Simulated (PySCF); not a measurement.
**Correlation energy of Lu (lutetium, neutral)**

[Xe] 4f14 5d3, high-spin 4F determinant (an excited configuration). Calculation: PySCF 2.14, in x2c-TZVPPall (11s7p7d2f2g, 99 functions); the spin-free X2C one-electron Hamiltonian (Gaussian nucleus). Frozen: [Ar] 3d10; 43 electrons correlated.

MP2 pair energies summed by pair of shells (mhartree):

| pair | energy | share (%) |
| --- | --- | --- |
| 4f-4f | -308.85 | 29.8 |
| 4f-5p | -211.03 | 20.3 |
| 5p-5p | -93.78 | 9.0 |
| 4d-4d | -83.38 | 8.0 |
| 4d-4f | -71.18 | 6.9 |
| 5p-5d | -48.04 | 4.6 |
| 4f-5s | -34.60 | 3.3 |
| 4p-4f | -29.27 | 2.8 |
| 4f-5d | -29.07 | 2.8 |
| 5s-5p | -19.32 | 1.9 |
| 4d-5s | -17.92 | 1.7 |
| 4s-4d | -15.70 | 1.5 |
| 4p-4d | -14.65 | 1.4 |
| 4d-5p | -14.26 | 1.4 |
| 5d-5d | -12.80 | 1.2 |
| 4p-4p | -7.03 | 0.7 |
| 5s-5d | -5.76 | 0.6 |
| 5s-5s | -4.94 | 0.5 |
| 4p-5p | -4.86 | 0.5 |
| 4s-4f | -3.48 | 0.3 |
| 4d-5d | -2.54 | 0.2 |
| 4s-4p | -1.67 | 0.2 |
| 4p-5s | -1.51 | 0.1 |
| 4s-4s | -1.09 | 0.1 |
| 4s-5s | -0.50 | 0.0 |
| 4s-5p | -0.27 | 0.0 |
| 4p-5d | -0.24 | 0.0 |
| 4s-5d | -0.13 | 0.0 |

Total MP2 correlation energy: -1037.9 mhartree.

Same-spin part -409.12 and opposite-spin part -628.75 mhartree; SCS-MP2 scales them by 1/3 and 6/5 to -890.88 mhartree.

This basis was not built for core-valence correlation, so the inner-shell part is incomplete.
